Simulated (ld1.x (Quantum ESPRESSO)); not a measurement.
# bismuth: excitation energies, all-electron against TM

ld1.x (Quantum ESPRESSO) 7.5 input, shortened:

```
&input
   title='Bi', zed=83., rel=1, dft='PBE', iswitch=3,
   config='[Xe] 4f14 5d10 6s2 6p3'
 /
 &inputp
   pseudotype=2, tm=.true., lloc=-1, rcloc=2.45,
   nlcc=.true.
 /
2
6S  1  0   2.00   0.00  1.90  1.90  0.0
6P  2  1   3.00   0.00  2.50  2.50  0.0
 &test
   configts(1)='6s2 6p3'
 /
```

Energies are relative to the spin-unpolarised reference configuration 6s2 6p3; without spin polarisation the order of configurations can differ from experiment.

(1) Give the all-electron excitation energy and the error of the potential for: 6s2 6p2; 6s2 6p1; 6s2 6p0; 6s0 6p5; 6s1 6p0; 6s2 6p3.3; 6s1 6p4.

Results:

(1)

```
valence configuration  charge  ΔE all-electron (eV)  error AE − PS (meV)
              6s2 6p2      +1                 7.913                  -11
              6s2 6p1      +2                23.160                  -74
              6s2 6p0      +3                46.502                 -263
              6s0 6p5       0                20.501                 -120
              6s1 6p0      +4                91.907                 -859
            6s2 6p3.3    -0.3                -1.094                 +0.4
              6s1 6p4       0                10.082                  -32
```
